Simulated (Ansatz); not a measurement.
Geometry optimisation, RKS PBE-D4/def2-SVP (Ansatz).

Input file:

```yaml
crystal:
  periodic: [false, false, false]
  atoms:
    - { symbol: Si, position_ang: [-1.398973, 0.888483, -0.506936] }
    - { symbol: H, position_ang: [1.018367, -0.222355, -1.12135] }
    - { symbol: Cl, position_ang: [-1.439078, 0.049031, -2.375786] }
    - { symbol: Cl, position_ang: [-0.003934, 2.38603, -0.368566] }
    - { symbol: H, position_ang: [-2.7428, 1.434341, -0.1819] }
    - { symbol: H, position_ang: [0.678801, -1.338373, 1.372366] }
    - { symbol: F, position_ang: [-1.067984, -0.268482, 0.632827] }
    - { symbol: H, position_ang: [1.305573, -0.60671, -0.601536] }
    - { symbol: O, position_ang: [1.621133, -1.578385, 1.42709] }
    - { symbol: H, position_ang: [2.028796, -0.743579, 1.723791] }
basis:
  gaussian: { orbitals: def2-SVP }
hamiltonian:
  xc: pbe
  dispersion: d4
relax:
  f_tol: 0.03
  max_steps: 50
output:
  orbitals: {}
```

Launched with:

```bash
$ ansatz run input.yaml --threads 2 --pin off --max-ram 3072MiB --backend cpu --events-out ev --progress --plain --runs-dir out
```

Question: Where does it end, and by what steps?

Answer: It converged. The force dipped under the threshold on the way, but the program's further checks kept it going. After 24 steps the energy has fallen by 0.264 eV; H2 moved furthest, 1.80 Å.

```csv
step,energy less start (eV),largest force component (eV/Å),accepted
0,0.0000,2.000,yes
1,-0.1304,0.364,yes
2,-0.1746,0.173,yes
3,-0.1878,0.236,yes
4,-0.1870,0.524,no
5,-0.2002,0.118,yes
6,-0.2053,0.096,yes
7,-0.2115,0.178,yes
8,-0.2156,0.497,yes
9,-0.2227,0.397,yes
10,-0.2309,0.463,yes
11,-0.2342,0.534,yes
12,-0.2393,0.251,yes
13,-0.2418,0.151,yes
14,-0.2453,0.282,yes
15,-0.2477,0.562,yes
16,-0.2529,0.311,yes
17,-0.2577,0.192,yes
18,-0.2547,0.636,no
19,-0.2612,0.118,yes
20,-0.2600,0.372,no
21,-0.2625,0.184,yes
22,-0.2640,0.049,yes
23,-0.2641,0.030,yes
24,-0.2645,0.026,yes
```

```xyz
10
Properties=species:S:1:pos:R:3
Si -1.528 0.837 -0.039
H 2.474 -0.945 -1.889
Cl -1.125 -0.106 -1.804
Cl -0.047 2.179 0.468
H -2.826 1.557 -0.116
H 0.257 -1.193 1.346
F -1.656 -0.263 1.165
H 2.066 -0.997 -1.237
O 1.090 -0.980 0.884
H 1.296 -0.089 1.223
```

Whether the end is a true minimum wasn't checked by a vibrational analysis.

Run time: 56 s on 2 threads of Arm Neoverse V1, with other jobs on the host, peak memory 0.15 GiB.
